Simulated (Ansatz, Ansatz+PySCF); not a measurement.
```xyz
2

O     0.0000    0.0000   -1.7824
O     0.0000    0.0000    1.7824
```

Basis set: cc-pVDZ (spherical functions). Left uncorrelated: 2 orbitals. Charge 0, multiplicity 3.

Computed with Ansatz (development build ahead of 0.2.0); the reference of a correlated method needn't be the lowest determinant of its kind. Restricted functionals stand beside restricted open-shell atoms, which can lie above the unrestricted atoms usual in DFT and then raise those values.

The atomization energy at this shape (free ground-state atoms in the same class of orbitals less the molecule, no zero-point energy) of triplet O₂ in separate pieces:

```tsv
method	atomization energy
ωB97X (unrestricted)	-0.82 eV
r²SCAN (unrestricted)	-0.65 eV
ωB97X (restricted open-shell)	-2.69 eV
PBE0 (unrestricted)	-0.76 eV
PBE (unrestricted)	-0.70 eV
PBE (restricted open-shell)	-2.30 eV
PBE0 (restricted open-shell)	-2.94 eV
UHF-CCSDT(Q)	0.01 eV
UHF-CCSD(T)	-0.37 eV
UHF-MP2	-1.05 eV
UHF	-1.01 eV
UHF-CCSD	-0.65 eV
```

Q: What does r²SCAN (restricted open-shell) give?

A: -3.07 eV. Caution: the shape is not the minimum. Caution for ωB97X (unrestricted), ωB97X (restricted open-shell), PBE0 (unrestricted), UHF-CCSDT(Q), UHF-CCSD(T), UHF-MP2, UHF, UHF-CCSD: the determinant breaks the point group. Caution for ωB97X (unrestricted), PBE0 (unrestricted), UHF-CCSDT(Q), UHF-CCSD(T), UHF-MP2, UHF, UHF-CCSD: the unrestricted determinant is a mixture of spin states. Caution for r²SCAN (unrestricted), PBE (unrestricted): the unrestricted determinant is spin contaminated. Caution for ωB97X (restricted open-shell), r²SCAN (restricted open-shell), PBE (restricted open-shell), PBE0 (restricted open-shell): an unrestricted determinant lies well below. Caution for ωB97X (restricted open-shell), r²SCAN (restricted open-shell), PBE (restricted open-shell), PBE0 (restricted open-shell), UHF-MP2, UHF: the molecule lies well above its atoms at this level. Caution for UHF-CCSDT(Q), UHF-CCSD(T), UHF-MP2, UHF-CCSD: large amplitudes, a single reference is doubtful. Caution for UHF-CCSDT(Q): the amplitudes may be one of several solutions. Caution for UHF-MP2: another reference gives a lower total.
